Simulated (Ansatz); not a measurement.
C$_{2}$H$_{10}$GeN$_{2}$, singlet, at a GFN2-xTB geometry, atoms displaced at random by about 0.08 Å a coordinate; HF/STO-3G, gradient (Ansatz, a quantum-chemistry and plane-wave program).

Input for Ansatz:
Ansatz 0.2 input:
```yaml
crystal:
  periodic: [false, false, false]
  atoms:
    - {symbol: Ge, position_ang: [0.68710761, -0.51144101, 0.12469549]}
    - {symbol: N, position_ang: [1.76195948, 0.82456237, 0.30727081]}
    - {symbol: N, position_ang: [-0.87645383, 0.19203017, -0.02764605]}
    - {symbol: C, position_ang: [-2.11430584, -0.63091635, 0.07606242]}
    - {symbol: C, position_ang: [-1.17179837, 1.53121211, -0.87255671]}
    - {symbol: H, position_ang: [0.59504701, -1.25164216, 1.32028641]}
    - {symbol: H, position_ang: [1.01747155, -1.57547781, -1.04859541]}
    - {symbol: H, position_ang: [2.67065284, 0.78163308, 0.80904645]}
    - {symbol: H, position_ang: [2.13298007, 1.41036851, -0.57572999]}
    - {symbol: H, position_ang: [-3.18761408, -0.11425919, 0.33867406]}
    - {symbol: H, position_ang: [-2.45851874, -0.91275876, -1.12310679]}
    - {symbol: H, position_ang: [-1.95249840, -1.53641307, 0.45525499]}
    - {symbol: H, position_ang: [-2.08592790, 2.08491064, -0.19241960]}
    - {symbol: H, position_ang: [-1.35522997, 1.21018737, -1.81112595]}
    - {symbol: H, position_ang: [-0.39451052, 2.04529324, -0.50605653]}
basis:
  gaussian:
    orbitals: STO-3G
hamiltonian:
  xc: hf
output: {forces: true}
```

Output, abridged:

```
Functional definition: HF
607 factors; integrals over basis functions are off by at most 4.9e-5 eV
mean field evaluation 1: about -60944.5642 eV, gradient 2.2e1 eV
mean field evaluation 2: about -60944.8005 eV, gradient 2.2e1 eV
mean field evaluation 4: about -60946.5886 eV, gradient 1.8e0 eV
mean field evaluation 8: about -60946.6029 eV, gradient 3.5e-2 eV
mean field -60946.60291609 eV, -2239.7463460753 hartree, gradient 8.3e-5 eV, S^2 0.000000; 0 other end points of the search recorded, 0 dependent functions left out
the calculation of the forces begins
reference -60946.60291609 eV, -2239.7463460753 hartree; 34, 34 occupied and 14, 14 virtual orbitals, 607 factors
Total energy: -60946.60291609 eV, -2239.7463460753 hartree
Atom 0 at     0.687108    -0.511441     0.124695 Å, force     0.502215    -2.432710    -2.019584 eV/Å
Atom 1 at     1.761959     0.824562     0.307271 Å, force     4.377894     3.797352    -3.386443 eV/Å
Atom 2 at    -0.876454     0.192030    -0.027646 Å, force    -4.119851     3.129273    -1.433307 eV/Å
Atom 3 at    -2.114306    -0.630916     0.076062 Å, force    -5.204950     5.427725    -9.500839 eV/Å
Atom 4 at    -1.171798     1.531212    -0.872557 Å, force    -5.423715    -3.763191    11.425896 eV/Å
Atom 5 at     0.595047    -1.251642     1.320286 Å, force     0.388757    -0.582698     0.754567 eV/Å
Atom 6 at     1.017472    -1.575478    -1.048595 Å, force    -0.383930     2.005255     1.792366 eV/Å
Atom 7 at     2.670653     0.781633     0.809046 Å, force    -1.294244    -0.798746     0.377598 eV/Å
Atom 8 at     2.132980     1.410369    -0.575730 Å, force    -2.379498    -2.455524     2.927110 eV/Å
Atom 9 at    -3.187614    -0.114259     0.338674 Å, force     4.492341    -1.428126     0.634443 eV/Å
Atom 10 at    -2.458519    -0.912759    -1.123107 Å, force     1.605162     0.728691     4.587096 eV/Å
Atom 11 at    -1.952498    -1.536413     0.455255 Å, force     0.605810    -4.678902     3.214907 eV/Å
Atom 12 at    -2.085928     2.084911    -0.192420 Å, force     3.081168    -2.491890    -4.060680 eV/Å
Atom 13 at    -1.355230     1.210187    -1.811126 Å, force    -0.695816     0.173267    -4.572517 eV/Å
Atom 14 at    -0.394511     2.045293    -0.506057 Å, force     4.448657     3.370226    -0.740612 eV/Å
Dipole moment:     0.274008    -0.044262    -0.192843 e Å
```
